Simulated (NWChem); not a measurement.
# GeSiH3I, singlet; SMILES [SiH3][Ge][I]

Computed with NWChem. Medium grid unless said otherwise, to which SCAN and Minnesota functionals are sensitive. Low-valent species are run as closed-shell singlets; no triplet was tried in these runs. All runs use the structure optimised with PBE0/def2-SVP. def2 effective core potentials on I; no spin-orbit coupling. B3LYP is NWChem's, with the RPA form of VWN correlation. Total energies of different functionals are on different scales.

```json
[
 {"level": "B3LYP/def2-SVP", "energy (Ha)": "-2665.8257", "highest occupied level (eV)": "-6.26", "orbital gap (eV)": "2.68", "dipole (D)": "1.20"},
 {"level": "PBE/def2-SVP", "energy (Ha)": "-2665.1807", "highest occupied level (eV)": "-5.50", "orbital gap (eV)": "1.38", "dipole (D)": "0.95"},
 {"level": "M06-L/def2-SVP", "energy (Ha)": "-2665.7724", "highest occupied level (eV)": "-5.57", "orbital gap (eV)": "1.68", "dipole (D)": "0.97"},
 {"level": "BHandHLYP/def2-SVP", "energy (Ha)": "-2665.5897", "highest occupied level (eV)": "-7.30", "orbital gap (eV)": "4.72", "dipole (D)": "1.50"},
 {"level": "MPW1K/def2-SVP", "energy (Ha)": "-2665.9330", "highest occupied level (eV)": "(withheld)", "orbital gap (eV)": "(withheld)", "dipole (D)": "(withheld)"},
 {"level": "OLYP/def2-SVP", "energy (Ha)": "-2666.5315", "highest occupied level (eV)": "-5.30", "orbital gap (eV)": "1.48", "dipole (D)": "1.01"},
 {"level": "TPSSh/def2-SVP", "energy (Ha)": "-2665.5641", "highest occupied level (eV)": "-6.00", "orbital gap (eV)": "2.16", "dipole (D)": "1.15"},
 {"level": "M05-2X/def2-SVP", "energy (Ha)": "-2665.5438", "highest occupied level (eV)": "-7.66", "orbital gap (eV)": "5.01", "dipole (D)": "1.70"}
]
```

**Question.** Complete the blanks.

**Answer.** 
- MPW1K/def2-SVP, highest occupied level (eV): -7.25
- MPW1K/def2-SVP, orbital gap (eV): 4.28
- MPW1K/def2-SVP, dipole (D): 1.45
